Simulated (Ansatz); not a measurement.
The same hydrogenolysis along the group F, Cl, Br.

Program: Ansatz. Geometries: PBE0-D4/def2-TZVP. ΔE: electronic, gas phase. CCSD(T)/CBS is the MP2 limit (def2-TZVPP, def2-QZVPP) plus CCSD(T) − MP2 in def2-TZVPP, frozen cores. This one scheme is used for every species. Functionals use def2-TZVPP. For Br, Mg outer-core shells are correlated without core-valence functions, which leaves a few kJ/mol of doubt a bond. Scalar relativity is left out up to krypton. Each species was taken in one conformer, which may not be the lowest.

| reaction | PBE0-D4 (kJ/mol) |
| --- | --- |
| `C[CH2][Mg][F]` + H₂ → `[CH3][Mg][F]` + CH₄ | -93 |
| `C[CH2][Mg][Cl]` + H₂ → `[CH3][Mg][Cl]` + CH₄ | -92 |
| `C[CH2][Mg][Br]` + H₂ → `[CH3][Mg][Br]` + CH₄ | -92 |

(1) Give the CCSD(T)/CBS values in the same order. (An estimate is asked.)

Largest T1 diagnostic: 0.010, for `[CH3][Mg][F]`.

Results:

(1) Computed: -92, -92, -92 kJ/mol.
